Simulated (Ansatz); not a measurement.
Basis-set extrapolation for C2H5BN (`B[N]C=C`) radical (PBE0-D4/def2-TZVP geometry, frozen core, the Gaussian-basis code of Ansatz). Multiplicity 2, UHF reference.

|  | def2-TZVPP | def2-QZVPP |
| --- | --- | --- |
| HF | -157.812618 | -157.819928 |
| MP2 correlation | -0.582472 | -0.622433 |
| CCSD(T) correlation | -0.660018 | not run |

Energies in hartree. Use E(X) = E(∞) + A·exp(−7.88·√X) for Hartree–Fock and E(X) = E(∞) + B·X^(−2.97) for correlation, with X = 3 and 4, and add CCSD(T) minus MP2 of the smaller set to the MP2 limit.

Task: What is the CCSD(T) energy at the basis-set limit?

Result: HF limit: -157.819928 + (-0.007310) × 0.13774 = -157.82093. MP2 limit: -0.622433 + (-0.039961) × 0.74074 = -0.65203. Higher-order term: -0.660018 − (-0.582472) = -0.07755. Total: -158.55051 hartree, 204.5 kJ/mol below CCSD(T)/def2-TZVPP.

The UHF reference is spin-contaminated (⟨S²⟩ = 0.96, T1 = 0.030).
